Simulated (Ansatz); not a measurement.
The same path of CH7NSn (10 atoms, charge 0, multiplicity 1) was run twice with different band settings. The coordinate that changes most is the height of N1 over the plane of its neighbours.

All numbers below come from RHF/def2-SVP in Ansatz.

Relaxed end points:

```xyz
10
Properties=species:S:1:pos:R:3
N -0.712 0.233 -1.416
C -0.341 0.742 -0.105
Sn 0.898 -0.719 0.927
H -1.336 -0.550 -1.346
H -1.182 0.933 -1.963
H 0.275 1.633 -0.232
H -1.188 1.034 0.528
H 0.132 -2.252 0.849
H 1.100 -0.286 2.576
H 2.435 -0.822 0.184
```

```xyz
10
Properties=species:S:1:pos:R:3
N -0.915 0.498 -1.388
C -0.524 0.760 -0.013
Sn 0.851 -0.687 0.896
H -1.388 -0.382 -1.485
H -0.127 0.486 -2.009
H -0.066 1.747 0.044
H -1.420 0.813 0.607
H 0.118 -2.240 0.901
H 1.275 -0.265 2.503
H 2.279 -0.781 -0.053
```

Common settings: movable images 5; climbing image yes; spring 5.0 eV/Å²; start path IDPP; force threshold 0.03 eV/Å; iteration limit 60; end points relaxed.

| run | optimiser | largest step |
| --- | --- | --- |
| 1 | quadratic models (default) | default |
| 2 | fire | 0.5 Å |

(1) What does each run give, and how far can it be trusted?

Answers

(1) Run 1: converged after 10 iterations, highest image 0.235 eV above the first end. A vibrational analysis at the climbing image gives one clearly imaginary mode, 705i cm⁻¹: a first-order saddle point.
Run 2: converged after 33 iterations, highest image 0.234 eV above the first end. Another band between the same ends (5 images) ends at a top of the same energy, where a vibrational analysis finds 1 clearly imaginary mode.
